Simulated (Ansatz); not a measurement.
Diatomic TiCl, multiplicity 4 (the spin of the measured ground state). No spin–orbit coupling. Ti is treated without relativity.

```json
[
 {"level": "SVWN5/def2-TZVPP", "bond energy D_e (kJ/mol)": "528.5"},
 {"level": "PBE/def2-TZVPP", "bond energy D_e (kJ/mol)": "471.8"},
 {"level": "r2SCAN/def2-TZVPP", "bond energy D_e (kJ/mol)": "463.1"},
 {"level": "B97M-V/def2-TZVPP", "bond energy D_e (kJ/mol)": "462.3"},
 {"level": "B3LYP/def2-TZVPP", "bond energy D_e (kJ/mol)": "436.9"},
 {"level": "PBE0/def2-TZVPP", "bond energy D_e (kJ/mol)": "460.8"},
 {"level": "BHLYP/def2-TZVPP", "bond energy D_e (kJ/mol)": "402.0"},
 {"level": "CAM-B3LYP/def2-TZVPP", "bond energy D_e (kJ/mol)": "436.3"},
 {"level": "wB97X-V/def2-TZVPP", "bond energy D_e (kJ/mol)": "449.4"},
 {"level": "wB97M-V/def2-TZVPP", "bond energy D_e (kJ/mol)": "433.2"},
 {"level": "CCSD/def2-TZVPP", "bond energy D_e (kJ/mol)": "397.1"},
 {"level": "CCSD(T)/def2-TZVPP", "bond energy D_e (kJ/mol)": "403.6"}
]
```

The rows run from 397.1 (CCSD/def2-TZVPP) to 528.5 kJ/mol (SVWN5/def2-TZVPP). The 10 functionals in def2-TZVPP without D3 or D4 span 126.5, from BHLYP to SVWN5.

D_e counts from the fitted minimum to each atom's lowest state at the same level, without counterpoise. The lowest state of Ti differs between levels (2S+1 = 3, 5).

Correlated levels freeze the inner cores; with def2 sets outer-core shells near the valence are correlated too.

Codes used: Ansatz (a first-principles code) with Gaussian orbitals.
